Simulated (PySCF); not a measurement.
Ga: ionisation energy

Ga [Ar] 3d10 4s2 4p1 (2P) → Ga⁺ [Ar] 3d10 4s2 (1S), as a difference of total energies. Calculation: PySCF 2.14, in cc-pVTZ-PP with ECP10MDF (5s4p3d1f, 39 functions); a scalar-relativistic core potential. Correlated levels: valence: 3s2 3p6 3d10 frozen. The calculations carry no spin-orbit coupling.

Question: Order these methods by the ionisation energy they give, lowest first.
A. SCS-MP2 (valence)
B. CCSD(T) (valence)
C. CCSD (valence)
D. LDA

Answer: A (5.720 eV), C (5.797 eV), B (5.821 eV), D (5.993 eV).

Errors of the correlated levels include the incompleteness of this basis and the frozen core.

For comparison: 5.931 eV (measured; NIST levels, between the centres of gravity of the two terms).
